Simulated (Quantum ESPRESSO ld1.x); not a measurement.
Hg2+, configuration [Xe] 4f14 5d10 (the NIST ground configuration). Calculated with ld1.x of Quantum ESPRESSO 7.5: Dirac Kohn-Sham, LDA (Slater exchange, Gunnarsson-Lundqvist correlation), spin-unpolarised, spherical densities, point nucleus.

X-ray form factor f0, the Fourier transform of the density (f0(0) = 78):

sin(theta)/lambda (1/angstrom)  f0 (electrons)
0.05                                    77.238
0.1                                     75.093
0.15                                    71.922
0.2                                     68.164
0.25                                    64.209
0.3                                     60.331
0.4                                     53.341
0.5                                     47.553
0.6                                     42.766
0.8                                     35.137
1                                       29.106
1.25                                    23.316
1.5                                     19.323
2                                       14.957
